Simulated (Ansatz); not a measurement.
Reaction (formal exchange of groups at the Al–C bond): `N/C=C/[CH2][AlH2]` + `[SiH3]OBS` → `[AlH2][BH]O[SiH3]` + `N/C=C/CS`

Program: Ansatz. Geometries: PBE0-D4/def2-TZVP. ΔE: electronic, gas phase. CBS: MP2 limit from def2 TZ/QZ plus the TZ coupled-cluster correction, frozen cores. Double bonds are as drawn, so ΔE can hold a change between cis and trans. Functionals use def2-TZVPP. B3LYP here is the variant with VWN-RPA as its local correlation; programs differ in this. Each species was taken in one conformer, which may not be the lowest.

```csv
level,ΔE (kJ/mol)
B3LYP-D4,178.5
ωB97X-V,178.2
B2PLYP,179.4
HF/def2-TZVPP,155.9
```

(1) What does CCSD(T)/CBS give? (Best estimate.)

Largest T1 diagnostic among the species: 0.013.

## Answers

(1) The calculation gave: +179.3 kJ/mol. The listed levels differ from it by -0.8, -1.1, 0.1, -23.4 kJ/mol.

In def2-TZVPP, CCSD(T) changes the Hartree–Fock value by +24.1 kJ/mol (the triples alone add +5.4 kJ/mol) and MP2 by +37.6 kJ/mol. The D4 term adds +6.3 kJ/mol with B3LYP and +3.2 kJ/mol with PBE0; it sums over pairs of atoms, weighted by their polarisabilities, and B3LYP, whose exchange is more repulsive, gets the larger term.
